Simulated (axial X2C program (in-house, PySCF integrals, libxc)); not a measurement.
Spin–orbit effects down a group: molecules with Al, PBE0

All values come from calculations with an in-house relativistic program for diatomic molecules, spin-free (one-electron X2C) or two-component (2c: spin–orbit coupling with atomic mean-field Coulomb and Gaunt terms, which also bring small scalar terms), in Dyall basis sets with cores contracted in-house; open shells are unrestricted.

Basis sets: Al dyall-v3z, C dyall-v3z, Ge dyall-cv3z, Pb dyall-cv3z, Si dyall-v3z, Sn dyall-cv3z.

```json
{"molecule": "AlC", "spin-free state": "M_S = 3/2, Λ = 0", "Re (Å)": "1.972", "ωe (cm⁻¹)": "638.6", "De (eV)": "3.51", "2c state": "Ω = 3/2", "Re 2c (Å)": "1.972", "ωe 2c (cm⁻¹)": "638.5", "De 2c (eV)": "3.51"}
{"molecule": "AlSi", "spin-free state": "M_S = 3/2, Λ = 0", "Re (Å)": "2.423", "ωe (cm⁻¹)": "377.1", "De (eV)": "2.61", "2c state": "Ω = 3/2", "Re 2c (Å)": "2.423", "ωe 2c (cm⁻¹)": "377.0", "De 2c (eV)": "2.61"}
{"molecule": "AlGe", "spin-free state": "M_S = 3/2, Λ = 0", "Re (Å)": "2.466", "ωe (cm⁻¹)": "304.5", "De (eV)": "2.49", "2c state": "Ω = 3/2", "Re 2c (Å)": "2.467", "ωe 2c (cm⁻¹)": "304.1", "De 2c (eV)": "n/a"}
{"molecule": "AlSn", "spin-free state": "M_S = 3/2, Λ = 0", "Re (Å)": "2.659", "ωe (cm⁻¹)": "264.1", "De (eV)": "2.24", "2c state": "Ω = 3/2", "Re 2c (Å)": "2.660", "ωe 2c (cm⁻¹)": "262.3", "De 2c (eV)": "n/a"}
{"molecule": "AlPb", "spin-free state": "M_S = 3/2, Λ = 0", "Re (Å)": "2.706", "ωe (cm⁻¹)": "245.0", "De (eV)": "2.13", "2c state": "Ω = 3/2", "Re 2c (Å)": "2.694", "ωe 2c (cm⁻¹)": "232.1", "De 2c (eV)": "1.30"}
```

Each entry is the lowest single determinant of a limited PBE0 search at one distance. De goes to single-determinant-based atoms at the same level (for ions the charge split of lowest energy) and is withheld (n/a) where an atom does not fit its ground term or J level. Main or longest-lived isotopes. One determinant is a doubtful description, or other states lie close, for AlC, AlSi, AlGe, AlSn, AlPb; these need not be ground states, and all values refer to the states named. With several unpaired electrons the Ω given is that of one determinant, not necessarily of the lowest component. Some light 2c atoms are not at their ground J level, so De misses part of their lowering (0.04 eV or less). The functionals have no current term, which raises determinants with orbital currents.
